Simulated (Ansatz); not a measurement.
Born–Oppenheimer molecular dynamics of BGaH₅N (8 atoms, charge 0, multiplicity 1). It starts at the highest image of a converged band, a first-order saddle point between two minima.

Theory: RKS B3LYP-D4/def2-SVP (Ansatz).

```yaml
ensemble: NVE (velocity Verlet)
time_step: 0.5 fs
steps_asked: 200
starting_velocities_drawn_for: 300 K
seed: 9337
```

First frame:

```xyz
8
Properties=species:S:1:pos:R:3
B -0.871 0.989 -1.276
Ga 0.129 -0.113 0.017
N 1.211 -1.219 0.936
H -1.942 0.583 -1.648
H -0.587 2.157 -1.351
H -1.036 0.734 0.867
H 1.146 -1.359 1.938
H 1.950 -1.771 0.516
```

(1) How far do the bonds stretch over the last three quarters of this one trajectory? (Pairs bonded in most of those frames.)

Answers

(1) 
```tsv
bond	mean (Å)	spread (Å)	shortest	longest
B1–Ga2	2.104	0.050	2.03	2.19
B1–H4	1.213	0.042	1.15	1.28
B1–H5	1.211	0.024	1.17	1.26
Ga2–N3	1.837	0.027	1.80	1.89
Ga2–H6	1.585	0.023	1.55	1.65
N3–H7	1.017	0.011	1.00	1.04
N3–H8	1.016	0.013	0.99	1.04
```

Mean temperature of the second half: 597 K. The conserved energy stayed within 0.16 meV per atom of its start (net change 0.058 meV per atom), so the integration is sound. The system heated up, since it started high on the potential surface and ran downhill. A run of 0.1 ps of so small a system gives no equilibrium averages. The orbitals stay closed-shell, which can raise the energy where a bond breaks towards radicals; this wasn't checked here.

The run took 5.5 min on 2 threads of Arm Neoverse V1, on a shared host, peak memory 0.17 GiB.
